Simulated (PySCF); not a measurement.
Isomers of C4H4FNO2. Method used: TDDFT wB97X-D/def2-SVPD, vertical, gas phase, core orbitals frozen in the response (PySCF 2.14.0, density-fitted response routines). Geometries: GFN2-xTB; one conformer of each isolated species. Triplets are in the Tamm–Dancoff approximation. 'Strongest' means the level of largest summed f among the lowest 8 singlets; it needn't be the same kind of state in each.

Problem. Rank by computed lowest singlet excitation energy, lowest first.
A. `N#C[C@@]1(CO)O[C@H]1F`
B. `[C@H]1(C#N)O[C@H](OC1)F`
C. `C(=O)O/C=C(\N=C)F`
D. `O=CC(=O)N/C=C/F`
E. `C=N/C(F)=C/OC=O`

Solution. D (3.38 eV), C (4.59 eV), E (4.75 eV), A (7.18 eV), B (7.45 eV).

```tsv
SMILES	S1 (eV)	HOMO (eV)	f (strongest)	LUMO (eV)	gap (eV)	f (S1)	S1 mainly
O=CC(=O)N/C=C/F	3.38	-8.90	0.35	-1.02	7.89	0.000	H-1→L (94%)
C=N/C(F)=C\OC=O	4.59	-9.00	0.70	-0.27	8.73	0.001	H-1→L (93%)
C=N/C(F)=C/OC=O	4.75	-9.03	0.80	-0.18	8.85	0.001	H-1→L (92%)
N#C[C@@]1(CO)O[C@H]1F	7.18	-10.96	0.07	1.18	12.15	0.026	H-1→L (56%)
N#C[C@@H]1CO[C@H](F)O1	7.45	-11.16	0.02	1.39	12.55	0.003	H-1→L (39%)
```

H and L stand for HOMO and LUMO.
